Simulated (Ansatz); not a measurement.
`CO[SiH](C#N)OC` → `COC#N` + `CO[SiH]`  (silylene formation by 1,1-elimination)

Isolated molecules relaxed with PBE0-D4/def2-TZVP in Ansatz; ΔE leaves out vibrations. CCSD(T)/CBS adds triple-zeta CCSD(T) − MP2 to the extrapolated MP2 energy (def2 sets, frozen cores). Functionals use def2-TZVPP. B3LYP here is the variant with VWN-RPA as its local correlation; programs differ in this. Each species was taken in one conformer, which may not be the lowest.

`CO[SiH](C#N)OC`:

```xyz
14

C     1.442   -0.659    2.152
O     0.235   -0.616    1.417
Si   -0.036    0.294    0.112
C     1.251   -0.098   -1.180
N     2.052   -0.323   -1.977
O    -1.491   -0.121   -0.453
C    -2.078    0.365   -1.643
H     2.274   -0.994    1.525
H     1.309   -1.368    2.968
H     1.686    0.321    2.574
H     0.091    1.745    0.376
H    -3.063   -0.091   -1.739
H    -1.478    0.094   -2.518
H    -2.196    1.452   -1.615
```

`COC#N`:

```xyz
7

C     0.286    0.715   -0.348
O     0.230   -0.724   -0.444
C    -0.428   -1.303    0.490
N    -1.013   -1.857    1.317
H    -0.722    1.127   -0.394
H     0.776    1.003    0.583
H     0.871    1.039   -1.204
```

`CO[SiH]`:

Z-matrix (Å, degrees):
```
C
O 1 1.410
H 1 1.095 2 110.9
H 1 1.092 2 109.2 3 120.7
H 1 1.092 2 109.2 3 -120.7
Si 2 1.639 1 130.6 3 0.2
H 6 1.552 2 97.1 1 -0.0
```

(1) Is it downhill or uphill in electronic energy at CCSD(T)/CBS, and by how much? (Estimate.)

(2) What do these levels give: PBE-D4, B3LYP-D4, B3LYP, CCSD/def2-TZVPP, SCS-MP2/def2-QZVPP, CCSD/CBS(def2)? (Estimate.)

Largest T1 diagnostic among the species: 0.015.

## Answers

(1) The calculation gave: Uphill: ΔE = +409.8 kJ/mol.

(2) Computed: PBE-D4 365.0, B3LYP-D4 385.9, B3LYP 369.9, CCSD/def2-TZVPP 401.8, SCS-MP2/def2-QZVPP 419.3, CCSD/CBS(def2) 411.8 kJ/mol.

From PBE to PBE0 (25 % exact exchange), in def2-TZVPP and without D4, ΔE moves by +26.0 kJ/mol. The D4 term adds +16.0 kJ/mol with B3LYP and +9.2 kJ/mol with PBE0; it sums over pairs of atoms, weighted by their polarisabilities, and B3LYP, whose exchange is more repulsive, gets the larger term.
